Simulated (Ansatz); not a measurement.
Reaction (formal exchange of groups at the Sn–Al bond): `[CH3][Al]([CH3])[SnH3]` + `NC=O` → `N[C](=O)[SnH3]` + `[CH3][AlH][CH3]`

Isolated molecules relaxed with PBE0-D4/def2-TZVP in Ansatz; ΔE leaves out vibrations. CCSD(T)/CBS adds triple-zeta CCSD(T) − MP2 to the extrapolated MP2 energy (def2 sets, frozen cores). This one scheme is used for every species. def2 core potentials past Kr. For Sn outer-core shells are correlated without core-valence functions, which leaves a few kJ/mol of doubt a bond. Each species was taken in one conformer, which may not be the lowest.

| species | MP2/def2-QZVPP energy (Eh) |
| --- | --- |
| `[CH3][Al]([CH3])[SnH3]` | -537.31066 |
| `NC=O` | -169.66384 |
| `N[C](=O)[SnH3]` | -384.69213 |
| `[CH3][AlH][CH3]` | -322.25396 |

Q: Work out ΔE.

A: ΔE = (-384.69213) + (-322.25396) − (-537.31066) − (-169.66384) = 0.02841 Eh = +74.6 kJ/mol. CCSD(T)/CBS gives +75.3 kJ/mol.

Largest T1 diagnostic among the species: 0.016.

In def2-TZVPP, CCSD(T) changes the Hartree–Fock value by −6.3 kJ/mol (the triples alone add −2.7 kJ/mol) and MP2 by −5.6 kJ/mol. From PBE to PBE0 (25 % exact exchange), in def2-TZVPP and without D4, ΔE moves by +5.1 kJ/mol.
